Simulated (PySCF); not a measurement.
**Worked example: oscillator strength and radiative lifetime**

C2H7NSSi, SMILES CN(C)[Si]S (connectivity only; charge and spin as stated), neutral, multiplicity 1.

Geometry optimised at TPSSh-D3(BJ)/def2-SVP. The structure was generated by enumeration; whether it is a known compound was not checked. Other conformers were not sampled.

TDA-CAM-B3LYP/def2-SVPD (PySCF 2.14.0) puts the first singlet state with f over 0.02 at 4.52 eV (vertical), with the transition dipole (0.000, 0.000, 0.670) in atomic units.

Question: Find the oscillator strength, the wavelength and the radiative lifetime that this transition would have in vacuum if emission retraced absorption.

Answer: 
|μ|² = 0.4489 au, so |μ| = 1.70 D. ΔE = 4.52/27.211 = 0.1661 hartree. f = (2/3) ΔE |μ|² = 0.050 (the program prints 0.050).
λ = 1239.84/4.52 = 274 nm; ν = 36456 cm⁻¹.
Einstein's coefficient A = 0.6670 ν² f s⁻¹ (ν in cm⁻¹) = 4.4e7 s⁻¹, so τ = 1/A = 23 ns. This state is S1. The figure is the radiative limit of this one transition; relaxation, internal conversion, crossing to triplets and a medium change what is measured.
